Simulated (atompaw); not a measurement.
# u(r) = r·R(r): atom against pseudo-atom (arsenic)

Columns: radius, all-electron u(r) and pseudo u(r) of the 3d shell (level -41.98 eV) of arsenic in the configuration [Ne] 3s2 3p6 3d10 4s2 4p3; LDA (PW92), non-relativistic, PAW (atompaw) scheme, atompaw 4.2.0.5.

```
r (bohr)  all-electron  pseudo
   0.048        0.0346  0.0005
   0.096        0.1744  0.0039
   0.144        0.3828  0.0130
   0.192        0.6054  0.0300
   0.240        0.8058  0.0564
   0.288        0.9666  0.0931
   0.337        1.0849  0.1412
   0.385        1.1585  0.1976
   0.433        1.1962  0.2617
   0.481        1.2051  0.3308
   0.529        1.1920  0.4022
   0.577        1.1627  0.4725
   0.625        1.1220  0.5385
   0.673        1.0738  0.5970
   0.721        1.0210  0.6454
   0.769        0.9657  0.6817
   0.817        0.9095  0.7046
   0.865        0.8536  0.7137
   0.913        0.7988  0.7096
   0.962        0.7447  0.6930
   1.010        0.6938  0.6669
   1.058        0.6453  0.6333
   1.106        0.5993  0.5952
   1.154        0.5558  0.5549
   1.202        0.5150  0.5149
   1.250        0.4767  0.4767
```

Q: How many radial nodes do the two functions have?

A: The all-electron 3d function has n − l − 1 = 0; the pseudo-wave has 0.

Q: Is the pseudo-wave norm-conserving?

A: No, it belongs to a PAW set: the norm inside the radius is not constrained, and the difference is carried by the augmentation charge.
